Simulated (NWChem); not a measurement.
C3H4O; SMILES C1=COC1

```xyz
8

C     -0.5037    -0.9320     0.0000
C      0.7973    -0.5538     0.0000
O      0.6293     0.8217     0.0000
C     -0.8200     0.5458     0.0000
H     -1.0763    -1.8634     0.0000
H      1.8068    -0.9932     0.0000
H     -1.2921     0.9712    -0.9107
H     -1.2921     0.9712     0.9107
```
Atoms are numbered in this order, from 1.

Level: PBE-D3(BJ)/def2-SVP (NWChem), optimised geometry, unscaled harmonic frequencies. 

```
frequency (cm⁻¹)  IR intensity (km/mol)
----------------  ---------------------
422                                40.0
647                                32.4
847                                 5.4
882                                32.6
907                                19.5
921                                 1.9
959                                 9.5
1026                               64.4
1070                                1.3
1155                               18.9
1181                                1.0
1278                               13.9
1405                                1.9
1587                               18.4
2990                               25.9
3057                               12.4
3146                                6.3
3226                                0.6
```

The zero-point energy comes out as 38.2 kcal/mol. The thermal correction to the enthalpy at 298.15 K (with zero-point energy) is 41.0 kcal/mol, the heat capacity Cv is 12.2 cal/(mol K) and the entropy at 298.15 K and 1 atm (symmetry number 1) is 63.1 cal/(mol K). The dipole moment is 1.10 D.

Rigid rotor and harmonic oscillator.
